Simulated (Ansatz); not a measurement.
Cost and result up the ladder for Sr₂O₃ (the lowest singlet isomer of a short search) (5 atoms). Charge 0, multiplicity 1. Geometry: PBE0-D4/def2-SVP.

Cartesian coordinates in Å:
```
Sr 0.566 -0.355 1.510
Sr -0.499 0.925 -1.273
O -0.828 -1.110 -0.194
O 0.571 -1.063 -0.707
O 0.189 1.603 0.665
```

Ansatz on 4 threads of Arm Neoverse V2 on a shared host. Times are rough, and most runs start from the orbitals of an earlier one. PBE0-D4/def2-TZVPD serves as the yardstick here, not as an exact answer. Differences are given only for rows in sets of like size (and for xTB, whose basis is part of the method), since another set adds its own error. Binding counts from free atoms at the same level (Sr singlet, O triplet; other spins of the atoms weren't run), without zero-point energy or a counterpoise term.

In the def2 sets Sr takes a core potential; there is no spin–orbit coupling. HSE06 is defined as in plane-wave codes, on full-range PBE exchange. Correlated methods freeze 3 core orbitals; core or outer-core shells of Sr are correlated, in sets that lack core-valence functions. The structure holds one bond between oxygen atoms, so isomers without such links may lie far lower. The structure comes from a short search, and lower isomers may exist.

Correlated methods converge slowly with the basis.

| level | functions | wall time | binding energy per atom (eV) | difference from PBE0-D4/def2-TZVPD (eV) |
| --- | --- | --- | --- | --- |
| LDA (SPW92)/def2-TZVP | 159 | 0.8 s | 4.24 | 0.92 |
| PBE-D4/def2-SVP | 88 | 0.8 s | 3.71 | – |
| PBE0-D4/def2-SVP | 88 | 0.95 s | 3.36 | – |
| MP2/def2-TZVP | 159 | 1.4 s | 3.28 | -0.04 |
| PBE-D4/def2-TZVP (with forces) | 159 | 1.7 s | 3.63 | 0.30 |
| HSE06-D4/def2-TZVP | 159 | 1.7 s | 3.30 | -0.02 |
| PBE-D4/def2-TZVPD | 186 | 1.8 s | 3.64 | 0.32 |
| PBE0-D4/def2-TZVP | 159 | 1.8 s | 3.30 | -0.02 |
| PBE0-D4/def2-TZVPD | 186 | 2.1 s | 3.33 | 0.00 |
| r2SCAN-D4/def2-TZVP | 159 | 2.8 s | 3.54 | 0.21 |
| RPA@PBE/def2-TZVP | 159 | 3 s | 2.71 | -0.62 |
| B2PLYP/def2-TZVP | 159 | 3.2 s | 3.22 | -0.11 |
| r2SCAN-D4/def2-TZVPD | 186 | 3.7 s | 3.56 | 0.23 |
| CCSD(T)/def2-TZVPP | 173 | 69 s | 3.07 | -0.26 |
